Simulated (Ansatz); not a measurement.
`[BH2][InH][F]`. Charge 0, multiplicity 1. In takes the def2 core potential. All single points use the PBE0-D4/def2-TZVP geometry.

```xyz
6

B    -0.847   -0.731    0.569
In    0.469    0.753   -0.469
F     2.268   -0.043   -0.637
H    -0.939   -0.745    1.759
H    -1.462   -1.547   -0.050
H     0.510    2.313   -1.171
```

Question: What is the dipole moment at ωB97M-V/def2-TZVPP? (Best estimate.)

Answer: The calculation gave: 3.52 D, with components (-3.39, 0.64, 0.69) D in this frame, pointing from negative to positive charge.

Question: And with PBE, r2SCAN, B3LYP? (An estimate is asked.)

Answer: Ansatz gave: PBE 3.26 D, r2SCAN 3.40 D, B3LYP 3.52 D.

Question: Give the Mulliken charges with ωB97M-V, r2SCAN, PBE in def2-TZVPP. (Best estimate.)

Answer: Ansatz gave: 
```tsv
atom	ωB97M-V	r2SCAN	PBE
B1	-0.20	-0.10	-0.17
In2	0.61	0.68	0.65
F3	-0.52	-0.51	-0.47
H4	0.10	0.03	0.05
H5	0.10	0.03	0.05
H6	-0.09	-0.12	-0.11
```

B3LYP here is the variant with VWN-RPA as its local correlation; programs differ in this.
